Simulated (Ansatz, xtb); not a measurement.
**CHClGeIn: where a starting geometry ends**

The starting geometry of this gas-phase doublet was built from a drawn formula by distance geometry; its bonds are those of `Cl[C]#[Ge][InH]`.

```xyz
5

C    -2.9006    0.7008    2.3048
Cl   -3.3895    2.3510    2.0224
Ge   -2.4956   -0.8535    2.4852
In   -1.7422   -3.3652    2.8678
H    -0.7273   -4.1232    1.6351
```

Task: Predict what becomes of its bonds when it is optimised with r2SCAN-D4/def2-SVP.

Result: A new bond forms, giving a structure given below by its coordinates. Distances that change by over a tenth: C1–Ge3 (1.62 → 1.84 Å). Contacts that close: C1–In4 (4.27 → 2.29 Å).

The energy falls by 1.75 eV over 32 steps:

```csv
step,E − E(last) (eV)
1,1.747
4,1.051
8,0.808
11,0.752
15,0.458
18,0.259
22,0.209
25,0.117
29,0.005
32,0.000
```

Final geometry (Å):

```xyz
5

C    -2.5884   -0.1750    2.1335
Cl   -3.1636    0.6862    3.4745
Ge   -2.2356   -0.2998    0.3367
In   -1.7066   -2.2796    1.9645
H    -1.5610   -3.2220    3.4062
```

From the same start GFN2-xTB ends elsewhere, differing in Ge3–In4 (3.31 against 2.62 Å here), Ge3–H5 (1.76 against 4.29 Å here), In4–H5 (2.53 against 1.73 Å here).

The end wasn't checked by frequencies. Open shells are spin-unrestricted. Atoms past krypton carry core potentials, without spin–orbit terms. Run with Ansatz 0.2.0, 2.1 min on 2 threads of Intel(R) Xeon(R) 6975P-C (Granite Rapids) (shared host).
